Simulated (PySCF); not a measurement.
# Correlation energy of Ir³⁺ (iridium, charge +3)

[Xe] 4f14 5d6, high-spin 5D determinant. Computed with PySCF 2.14 in x2c-TZVPPall with one added diffuse shell each of s, p, d, f type (12s8p8d4f1g, 113 functions), with the spin-free X2C one-electron Hamiltonian (Gaussian nucleus). Frozen: [Kr] 4d10 4f14; 14 electrons correlated.

MP2 pair energies summed by pair of shells (mhartree):

| pair | energy | share (%) |
| --- | --- | --- |
| 5p-5d | -130.17 | 42.1 |
| 5d-5d | -88.15 | 28.5 |
| 5p-5p | -50.12 | 16.2 |
| 5s-5p | -20.13 | 6.5 |
| 5s-5d | -17.52 | 5.7 |
| 5s-5s | -3.26 | 1.1 |

Total MP2 correlation energy: -309.36 mhartree.

Same-spin part -105.35 and opposite-spin part -204.01 mhartree; SCS-MP2 scales them by 1/3 and 6/5 to -279.93 mhartree.

This basis was not built for core-valence correlation, so the inner-shell part is incomplete.
